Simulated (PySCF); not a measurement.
Compound: SiBr₄.
Atom-mapped SMILES: `[Br:1][Si:2]([Br:3])([Br:4])[Br:5]`

Method: PySCF, PBE0-D3(BJ)/def2-SVP geometry optimisation, gas phase; density fitting, grid level 1; the optimiser is geomeTRIC in internal coordinates, started from a GFN2-xTB structure with every atom displaced at random (about 0.01 Å).

Step 0: E = -287996.2898 eV
```
atom  x, y, z in Å  |  force x, y, z in eV/Å
Br1     2.2136    0.1559    0.1993   -0.408  -0.044  -0.070
Si2     0.0022   -0.0167   -0.0065    0.116   0.401  -0.134
Br3    -0.5081   -1.0134   -1.9238    0.070   0.160   0.305
Br4    -0.8754    2.0472    0.0305    0.207  -0.582  -0.028
Br5    -0.7939   -1.2075    1.6667    0.016   0.066  -0.073
```

Step 1: E = -287996.2299 eV
```
atom  x, y, z in Å  |  force x, y, z in eV/Å
Br1     2.2871    0.1108    0.1981   -0.589   0.054   0.015
Si2     0.0675    0.0061    0.0328   -0.089  -0.261  -0.407
Br3    -0.5461   -0.9153   -1.8885    0.283  -0.171   0.031
Br4    -0.9520    1.9472   -0.0354    0.221   0.382   0.232
Br5    -0.8182   -1.1832    1.6590    0.174  -0.004   0.129
```

Step 2: E = -287996.2966 eV
```
atom  x, y, z in Å  |  force x, y, z in eV/Å
Br1     2.2325    0.1206    0.1971   -0.185   0.059  -0.004
Si2     0.0366    0.0007    0.0101   -0.179  -0.126  -0.258
Br3    -0.5164   -0.9575   -1.9102    0.155  -0.026   0.123
Br4    -0.9173    1.9854    0.0009    0.166   0.095   0.097
Br5    -0.7971   -1.1836    1.6683    0.042  -0.001   0.042
```

Question: Estimate the geometry and energy of step 3. (The exact step hangs on the optimiser's Hessian estimate; all steps are aligned on step 2, rigid shifts and turns removed.)

Answer: E = -287996.3123 eV, largest force 0.096 eV/Å
```
atom  x, y, z in Å  |  force x, y, z in eV/Å
Br1     2.1891    0.1430    0.1863    0.093   0.018   0.012
Si2     0.0063   -0.0077   -0.0060   -0.065  -0.025  -0.020
Br3    -0.4903   -0.9885   -1.9155    0.008  -0.023   0.023
Br4    -0.8744    2.0084    0.0286   -0.002   0.028  -0.001
Br5    -0.7924   -1.1897    1.6726   -0.034   0.003  -0.013
```

The energy changes by -0.0157 eV. The first-order estimate −F·Δx gives -0.0365 eV and the mean of the old and new forces, exact on a quadratic surface, -0.0182 eV. The step makes an angle of 37° with the force vector and moves no atom by more than 0.056 Å.

What follows is the cost of the whole optimisation. The run took 1.7 min wall on an Arm Neoverse V1 with one thread (shared host), and the process peaked at 0.78 GiB of memory.
